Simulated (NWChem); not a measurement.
Everything below was run with NWChem. System: CCl, charge 0, spin multiplicity 2, at a geometry optimised with UPBE0/def2-SVP. The structure started from a generated list of species. Its SCF solution wasn't tested for a lower state. Level: UMP2/def2-TZVP, 6 core orbitals frozen.

The NWChem input:

```
start mol
memory heap 200 mb stack 900 mb global 1100 mb
geometry units angstroms nocenter noautoz
  C      0.000000     0.000000     1.226114
  Cl     0.000000     0.000000    -0.432746
  symmetry group C2v
end
basis spherical
  * library def2-tzvp
end
scf
  uhf
  nopen 1
  maxiter 100
  thresh 1e-7
  semidirect memsize 60000000 filesize 0
  # guess.movecs holds the orbitals of an unrestricted PBE0 run
  vectors input guess.movecs output mol.movecs
end
mp2
  freeze core 6
end
task mp2 energy
```

Output (cleaned and shortened):

```
             Northwest Computational Chemistry Package (NWChem) 7.3.0
             --------------------------------------------------------

                                NWChem Input Module
                                -------------------

 Scaling coordinates for geometry "geometry" by  1.889725989
 (inverse scale =  0.529177249)

 Turning off AUTOSYM since
 SYMMETRY directive was detected!

                             Geometry "geometry" -> ""
                             -------------------------

 Output coordinates in angstroms (scale by  1.889725989 to convert to a.u.)

  No.       Tag          Charge          X              Y              Z
 ---- ---------------- ---------- -------------- -------------- --------------
    1 C                    6.0000     0.00000000     0.00000000     1.22611400
    2 Cl                  17.0000     0.00000000     0.00000000    -0.43274600

 Effective nuclear repulsion energy (a.u.)      32.5380558926

            Nuclear Dipole moment (a.u.)
            ----------------------------
        X                 Y               Z
 ---------------- ---------------- ----------------
     0.0000000000     0.0000000000     0.0000037795

      Symmetry information
      --------------------

 Group name             C2v
 Group number             16
 Group order               4
 No. of unique centers     2

      Symmetry unique atoms

     1    2


 Summary of "ao basis" -> "" (spherical)
 ------------------------------------------------------------------------------
       Tag                 Description            Shells   Functions and Types
 ---------------- ------------------------------  ------  ---------------------
 *                         def2-tzvp                  on all atoms

 Summary of "ao basis" -> "ao basis" (spherical)
 ------------------------------------------------------------------------------
       Tag                 Description            Shells   Functions and Types
 ---------------- ------------------------------  ------  ---------------------
 C                         def2-tzvp                11       31   5s3p2d1f
 Cl                        def2-tzvp                13       37   5s5p2d1f

                                 NWChem SCF Module
                                 -----------------

  ao basis        = "ao basis"
  functions       =    68
  atoms           =     2
  alpha electrons =    12
  beta  electrons =    11
  charge          =   0.00
  wavefunction    = UHF
  use symmetry    = T
  symmetry adapt  = T

 Summary of "ao basis" -> "ao basis" (spherical)
 ------------------------------------------------------------------------------
       Tag                 Description            Shells   Functions and Types
 ---------------- ------------------------------  ------  ---------------------
 C                         def2-tzvp                11       31   5s3p2d1f
 Cl                        def2-tzvp                13       37   5s5p2d1f

      Symmetry analysis of basis
      --------------------------

        a1         30
        a2          6
        b1         16
        b2         16

 Forming initial guess at       0.0s

   Symmetry analysis of molecular orbitals - initial alpha
   -------------------------------------------------------

  Numbering of irreducible representations:

     1 a1          2 a2          3 b1          4 b2

  Orbital symmetries:

     1 a1          2 a1          3 a1          4 a1          5 b1
     6 b2          7 a1          8 a1          9 b2         10 b1
[...]
  Mulliken analysis of the alpha density
  --------------------------------------

    Atom       Charge   Shell Charges
 -----------   ------   -------------------------------------------------------
    1 C    6     3.51   0.43  0.56  0.34  0.49  0.14  0.62  0.70  0.18  0.01  0.03  0.00
    2 Cl  17     8.49   1.01  0.22  0.76  0.55  0.40  2.09  0.84  0.54  1.40  0.62  0.01  0.03  0.00

   Mulliken analysis of the beta density
   -------------------------------------

    Atom       Charge   Shell Charges
 -----------   ------   -------------------------------------------------------
    1 C    6     2.53   0.43  0.56  0.30  0.46  0.17  0.22  0.27  0.07  0.01  0.03  0.00
    2 Cl  17     8.47   1.01  0.22  0.76  0.55  0.41  2.09  0.85  0.53  1.39  0.64  0.01  0.02  0.00

   Mulliken analysis of the spin density
   -------------------------------------

    Atom       Charge   Shell Charges
 -----------   ------   -------------------------------------------------------
    1 C    6     0.98   0.00 -0.00  0.04  0.03 -0.04  0.40  0.43  0.11  0.00  0.00 -0.00
    2 Cl  17     0.02   0.00  0.00 -0.00  0.00 -0.01  0.00 -0.00  0.01  0.01 -0.02  0.01  0.02  0.00

       Multipole analysis of the density wrt the origin
       ------------------------------------------------

     L   x y z        total         alpha         beta         nuclear
     -   - - -        -----         -----         ----         -------
     0   0 0 0     -0.000000    -12.000000    -11.000000     23.000000

     1   1 0 0      0.000000      0.000000     -0.000000      0.000000
     1   0 1 0      0.000000      0.000000     -0.000000      0.000000
     1   0 0 1     -0.431992     -1.180478      0.748482      0.000004

     2   2 0 0    -12.916775     -6.703438     -6.213337      0.000000
     2   1 1 0      0.000000      0.000000      0.000000      0.000000
     2   1 0 1     -0.000000     -0.000000     -0.000000      0.000000
     2   0 2 0    -14.215494     -8.135226     -6.080268      0.000000
     2   0 1 1     -0.000000      0.000000     -0.000000      0.000000
     2   0 0 2    -15.126328    -32.086067    -26.620487     43.580226

                   NWChem MP2 Semi-direct Energy/Gradient Module
                   ---------------------------------------------

  Basis functions       =     68
  Molecular orbitals    =     68
  Frozen core           =      6
  Frozen virtuals       =      0
  Active alpha occupied =      6
  Active beta occupied  =      5
  Active alpha virtual  =     56
  Active beta virtual   =     57
  Use MO symmetry       = T
  Use skeleton AO sym   = T

  AO/Fock/Back tols     =   1.0D-09  1.0D-09  1.0D-09

 GA uses MA = F    GA memory limited = T

 Available:
  local mem=  1.26D+08
 global mem=  1.44D+08
 local disk=  0.00D+00
  mp2_memr nvloc                    56
  nvloc new                    56
   1 passes of   6:        4194304                      26226                   2677772.
   1 passes of   6: M    126150524           G      144169952           F     121956220.

 Semi-direct pass number   1 of   1  for UHF alpha       at        0.7s
  vrange nnbf                  2337
  mp2_eaftype                    10  avail_ma_in_mb                  1099
 EAF : mp2_eaftype filesize          10    1338886.
  mp2_eaf for mointskh                     10
Node 0 wrote      6.3 Mb in      0.0 s     Agg I/O rate:  2306.0 Mb/s
 Done moints_semi at        1.6s
  mp2_eaftype                    10  avail_ma_in_mb                  1089
 EAF : mp2_eaftype filesize          10    1338886.
  mp2_eaf for kh                    10
 Done maket at        1.6s
 Done multipass loop at        1.6s

 GA uses MA = F    GA memory limited = T

 Available:
  local mem=  1.26D+08
 global mem=  1.44D+08
 local disk=  0.00D+00
  mp2_memr nvloc                    57
  nvloc new                    57
   1 passes of   5:        4194304                      23677                   2272536.
   1 passes of   5: M    126150524           G      144169952           F     121956220.

 Semi-direct pass number   1 of   1  for UHF beta        at        1.6s
  vrange nnbf                  2337
  mp2_eaftype                    10  avail_ma_in_mb                  1099
 EAF : mp2_eaftype filesize          10    1136268.
  mp2_eaf for mointskh                     10
Node 0 wrote      5.3 Mb in      0.0 s     Agg I/O rate:  2193.7 Mb/s
 Done moints_semi at        2.4s
  mp2_eaftype                    10  avail_ma_in_mb                  1089
 EAF : mp2_eaftype filesize          10    1136268.
  mp2_eaf for kh                    10
 Done maket at        2.4s
 Done multipass loop at        2.4s

          -------------------------------------------
          SCF energy                -497.253042367379
          Correlation energy          -0.288375564157
          Singlet pairs                0.000000000000
          Triplet pairs                0.000000000000
          Total MP2 energy          -497.541417931536
          -------------------------------------------

          ---------------------------------------------------
                    Spin Component Scaled (SCS) MP2
          Same spin pairs                     -0.070490532556
          Same spin scaling factor             0.333333333333
          Opposite spin pairs                 -0.217885031601
          Opposite spin scaling fact.          1.200000000000
          SCS-MP2 correlation energy          -0.284958882107
          Total SCS-MP2 energy              -497.538001249486
          ---------------------------------------------------

 -----------------------
 Performance information
 -----------------------

 Timer overhead =  1.24D-07 seconds/call

               Nr. of calls         CPU time (s)                 Wall time (s)                GFlops
             ---------------    -------------------     ------------------------------   -------------------
Name         Min   Avg   Max    Min     Avg     Max     Min     Avg     Max   Mx/calls   Min     Max     Sum
mp2: moin     2     2     2    1.6     1.6     1.6      1.6     1.6     1.6    0.82      0.0     0.0     0.0
mp2: make     2     2     2   4.12E-2 4.12E-2 4.12E-2  4.12E-2 4.12E-2 4.12E-2 2.06E-2   0.0     0.0     0.0
mp2: tota     1     1     1    1.7     1.7     1.7      1.7     1.7     1.7     1.7      0.0     0.0     0.0

 The average no. of pstat calls per process was 5.00D+00
 with a timing overhead of 6.22D-07s

 Task  times  cpu:        2.4s     wall:        2.4s

 Total times  cpu:        2.4s     wall:        2.4s
```
